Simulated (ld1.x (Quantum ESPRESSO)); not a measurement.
## phosphorus: one change to an RRKJ potential, before and after

- Element: phosphorus (P)
- Generator: ld1.x (Quantum ESPRESSO) 7.5
- Type: norm-conserving RRKJ (Kleinman–Bylander form)
- Functional: PW91
- Relativity: scalar-relativistic
- Frozen core: [Ne]
- Valence charge: 5
- Reference configuration: 3s1 3p4
- Partial waves: 3s (bound): rc 1.30 bohr; 3p (bound): rc 1.45 bohr
- Local potential: all-electron potential smoothed inside 1.00 bohr (lloc = -1)
- Core correction: none
- rho0: 0.005

All-electron outer shells of the reference configuration (PW91, scalar-relativistic, ld1.x):

```
shell  level (eV)  outermost node (bohr)  outermost maximum (bohr)
   2s     -175.59                   0.14                      0.42
   2p     -126.19                      –                      0.36
   3s      -14.72                   0.65                      1.56
   3p       -6.11                   0.64                      1.81
```

Change: wave 3p (bound): rc 1.45 bohr becomes 3p (bound): rc 1.78 bohr.

Cutoffs: the cutoffs (Ry, on a coarse ladder) from which the occupation-weighted sum of valence levels, in a spherical-Bessel basis at the reference potential, stays within 10 and 1 mRy of its value at 400 Ry; they do not see the model core or the augmentation charge, which bear on the density cutoff. Errors are all-electron minus pseudo energies relative to the spin-unpolarised reference configuration.

**Question.** What does the change do?

**Answer.** The potential gets harder (18 Ry and 45 Ry → 30 Ry and 45 Ry); of the 7 tests that both files solve, the error grows in 5 and shrinks in 1 by more than 15 % and 0.3 meV (median size 2.5 → 4.0 meV); neither file shows a bound ghost.

```csv
quantity,base,changed
"cutoff, loose",18 Ry,30 Ry
"cutoff, tight",45 Ry,45 Ry
bound ghosts,none,none
"error for 3s2 3p3, meV [ΔE -8.54 eV]",+2.5,+0.5
"error for 3s2 3p2, meV [ΔE 1.24 eV]",-0.3,+2.4
"error for 3s2 3p1, meV [ΔE 20.44 eV]",+53,+99
"error for 3s0 3p5, meV [ΔE 8.67 eV]",-0.1,-4.0
"error for 3s2 3p2.5, meV [ΔE -4.74 eV]",-0.2,-0.9
"error for 3s2 3p0, meV [ΔE 50.26 eV]",+416,+618
"error for 3s1 3p3, meV [ΔE 10.36 eV]",+4.5,+4.2
```
